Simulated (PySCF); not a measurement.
ReO2, SMILES [O]=[Re]=[O] (connectivity only; charge and spin as stated), neutral, multiplicity 4.

Geometry: B3LYP-D3(BJ)/def2-TZVP. The multiplicity is an assumed one; other spin states were not compared. The def2 effective core potentials stand for the cores of Re; spin–orbit coupling is left out.

Method: B3LYP-D3(BJ)/def2-TZVP run with PySCF.

Frequencies are harmonic and unscaled.

```csv
mode,ν (cm⁻¹),IR (km/mol),moving atoms (share of kinetic energy)
1,257,2.5,"O 89 %, Re 11 %"
2,961,241.4,"O 87 %, Re 13 %"
3,1016,35.6,O 97 %
```
